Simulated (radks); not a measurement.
All-electron atom: In2+ in [Ar] 3d10 4s2 4p5 4d10 5s1 5p1 (not the ground configuration).

Method: non-relativistic Kohn-Sham, LDA (Slater exchange, Perdew-Wang correlation), spin-polarised, spherical densities, point nucleus; open shells are filled with parallel spins first (spin-orbit coupling, left out, can overturn this in heavy ions); relativity is left out, which matters for an element this heavy; computed with a radial shooting solver on a logarithmic mesh with Libxc functionals.

Energy parts (hartree):
total: -5733.47490
kinetic: 5730.19849
electron-nucleus: -13601.22039
Hartree: 2287.37702
exchange-correlation: -149.83002

Orbitals (lengths in bohr, moments of r in powers of bohr; <r^-3> diverges for s and p1/2):
[
 {"orbital": "1s up", "occ.": "1", "eigenvalue (hartree)": "-984.7385", "<r^-3>": "-"},
 {"orbital": "1s down", "occ.": "1", "eigenvalue (hartree)": "-984.7253", "<r^-3>": "-"},
 {"orbital": "2s up", "occ.": "1", "eigenvalue (hartree)": "-145.1203", "<r^-3>": "-"},
 {"orbital": "2s down", "occ.": "1", "eigenvalue (hartree)": "-145.1116", "<r^-3>": "-"},
 {"orbital": "2p up", "occ.": "3", "eigenvalue (hartree)": "-135.6778", "<r^-3>": "3798"},
 {"orbital": "2p down", "occ.": "3", "eigenvalue (hartree)": "-135.6661", "<r^-3>": "3798"},
 {"orbital": "3s up", "occ.": "1", "eigenvalue (hartree)": "-28.25400", "<r^-3>": "-"},
 {"orbital": "3s down", "occ.": "1", "eigenvalue (hartree)": "-28.23997", "<r^-3>": "-"},
 {"orbital": "3p up", "occ.": "3", "eigenvalue (hartree)": "-24.38046", "<r^-3>": "683.5"},
 {"orbital": "3p down", "occ.": "3", "eigenvalue (hartree)": "-24.36540", "<r^-3>": "683.6"},
 {"orbital": "3d up", "occ.": "5", "eigenvalue (hartree)": "-17.17336", "<r^-3>": "108.3"},
 {"orbital": "3d down", "occ.": "5", "eigenvalue (hartree)": "-17.15882", "<r^-3>": "108.4"},
 {"orbital": "4s up", "occ.": "1", "eigenvalue (hartree)": "-5.04504", "<r^-3>": "-"},
 {"orbital": "4s down", "occ.": "1", "eigenvalue (hartree)": "-5.00010", "<r^-3>": "-"},
 {"orbital": "4p up", "occ.": "3", "eigenvalue (hartree)": "-3.76710", "<r^-3>": "123.6"},
 {"orbital": "4p down", "occ.": "2", "eigenvalue (hartree)": "-3.72284", "<r^-3>": "123.4"},
 {"orbital": "4d up", "occ.": "5", "eigenvalue (hartree)": "-1.65806", "<r^-3>": "13.51"},
 {"orbital": "4d down", "occ.": "5", "eigenvalue (hartree)": "-1.61373", "<r^-3>": "13.54"},
 {"orbital": "5s up", "occ.": "1", "eigenvalue (hartree)": "-0.97355", "<r^-3>": "-"},
 {"orbital": "5s down", "occ.": "0", "eigenvalue (hartree)": "-0.90653", "<r^-3>": "-"},
 {"orbital": "5p up", "occ.": "1", "eigenvalue (hartree)": "-0.70469", "<r^-3>": "13.05"},
 {"orbital": "5p down", "occ.": "0", "eigenvalue (hartree)": "-0.63951", "<r^-3>": "12.74"},
 {"orbital": "5d up", "occ.": "0", "eigenvalue (hartree)": "-0.35365", "<r^-3>": "1.044"},
 {"orbital": "6s up", "occ.": "0", "eigenvalue (hartree)": "-0.33725", "<r^-3>": "-"},
 {"orbital": "6s down", "occ.": "0", "eigenvalue (hartree)": "-0.31854", "<r^-3>": "-"},
 {"orbital": "5d down", "occ.": "0", "eigenvalue (hartree)": "-0.31253", "<r^-3>": "0.8164"},
 {"orbital": "6p up", "occ.": "0", "eigenvalue (hartree)": "-0.25761", "<r^-3>": "3.411"},
 {"orbital": "6p down", "occ.": "0", "eigenvalue (hartree)": "-0.24467", "<r^-3>": "3.161"},
 {"orbital": "4f up", "occ.": "0", "eigenvalue (hartree)": "-0.18163", "<r^-3>": "0.04094"},
 {"orbital": "4f down", "occ.": "0", "eigenvalue (hartree)": "-0.16082", "<r^-3>": "0.02287"}
]

The highest occupied level is 5p up at -19.175 eV. The configuration is held as typed, so some empty levels lie below it. The electron density at the nucleus is 8.252e+04 e/bohr^3. Virial ratio -V/T = 2.00057. Spin moment in Bohr magnetons: 3. Summed over all electrons, <r^2> = 37.75 bohr^2, which gives a Langevin (diamagnetic) susceptibility term of -29.9 x 10^-6 cm^3/mol. The spin density at the nucleus is 18.78 e/bohr^3 (1s -0.32, 2s 0.06, 3s -0.06, 4s 0.20, 5s 18.90).
